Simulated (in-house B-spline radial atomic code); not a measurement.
Radial electron density of As6+, [Ar] 3d9. Method: non-relativistic wB97X, spin-polarised, spherical fractional occupations, point nucleus. Calculated with a B-spline radial code for spherical atoms.

Caution: exact exchange at fractional occupations of open shells leaves self-interaction of up to several eV.

Columns: r (bohr), 4πr²n(r) (electrons per bohr), bar.

```
 0.00206     1.15 #
 0.00245    1.585 #
 0.00292    2.183 ##
 0.00347    2.973 ###
 0.00413    4.032 ####
 0.00492    5.431 #####
 0.00586    7.241 #######
 0.00698    9.543 #########
 0.00831    12.39 ############
 0.00989    15.82 ###############
  0.0118    19.87 ###################
   0.014    24.22 #######################
  0.0167    28.89 ###########################
  0.0199    33.34 ###############################
  0.0237    37.06 ###################################
  0.0282    39.47 #####################################
  0.0336    40.19 ######################################
    0.04    39.09 #####################################
  0.0476    36.69 ##################################
  0.0567    34.07 ################################
  0.0675    32.77 ###############################
  0.0803       34 ################################
  0.0957    37.98 ####################################
   0.114    43.22 #########################################
   0.136    46.93 ############################################
   0.161    46.43 ############################################
   0.192    40.97 ######################################
   0.229    32.78 ###############################
   0.273    26.19 #########################
   0.325    24.41 #######################
   0.386    26.82 #########################
    0.46    29.79 ############################
   0.548    29.33 ############################
   0.652    24.37 #######################
   0.777    16.77 ################
   0.925    9.591 #########
     1.1    4.535 ####
    1.31    1.703 ##
    1.56   0.5002 
    1.86   0.1157 
    2.21  0.02062
```

On this grid the curve has 3 maxima, near 0.0336, 0.136, 0.46 bohr.

The 3d up radial function P(r) = rR(r), positive near the nucleus:

| r (bohr) | P |
| --- | --- |
| 0.014 | 0.00128 |
| 0.0199 | 0.003453 |
| 0.0282 | 0.009007 |
| 0.04 | 0.02277 |
| 0.0567 | 0.05488 |
| 0.0803 | 0.1241 |
| 0.114 | 0.26 |
| 0.161 | 0.485 |
| 0.229 | 0.799 |
| 0.325 | 1.108 |
| 0.46 | 1.254 |
| 0.652 | 1.121 |
| 0.925 | 0.7616 |
| 1.31 | 0.3635 |
| 1.86 | 0.1046 |
